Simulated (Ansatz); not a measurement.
C$_{2}$H$_{7}$NOSn (`C[N](C)[Sn][OH]`), relaxed with RKS PBE0-D4/def2-TZVP in Ansatz 0.2.0 from a PBE-D4/def2-SVP geometry. The force threshold is 0.005 eV/Å; the program also tests the step.

The species carries charge 0 and has multiplicity 1. Sn takes the def2 core potential.

Start:

```xyz
12

C     0.162    0.396   -1.002
N    -0.165   -0.051    0.328
C    -0.942    0.899    1.092
Sn    0.391   -1.881    1.183
O     1.555   -2.554   -0.342
H    -0.750    0.690   -1.579
H     0.842    1.285   -1.006
H     0.659   -0.412   -1.580
H    -0.403    1.868    1.244
H    -1.181    0.495    2.099
H    -1.912    1.150    0.594
H     1.746   -1.885   -1.030
```

```tsv
step	energy (eV)	largest force (eV/Å)	largest move (Å)
1	-11553.5126	0.750	0.000
2	-11553.5975	0.366	0.064
3	-11553.5980	0.570	0.111
4	-11553.6040	0.078	0.030
5	-11553.6051	0.033	0.024
6	-11553.6052	0.016	0.016
7	-11553.6053	0.006	0.014
8	-11553.6054	0.004	0.015
9	-11553.6054	0.004	0.016
10	-11553.6054	0.005	0.014
```

End:

```xyz
12

C     0.168    0.428   -0.996
N    -0.138   -0.054    0.321
C    -0.931    0.881    1.076
Sn    0.413   -1.817    1.183
O     1.523   -2.552   -0.288
H    -0.747    0.668   -1.559
H     0.779    1.342   -0.968
H     0.715   -0.318   -1.578
H    -0.414    1.842    1.213
H    -1.156    0.485    2.072
H    -1.890    1.097    0.581
H     1.679   -2.001   -1.058
```

Run time 51 s (4 threads of an Arm Neoverse V1 on a shared host); peak host memory 0.63 GiB.
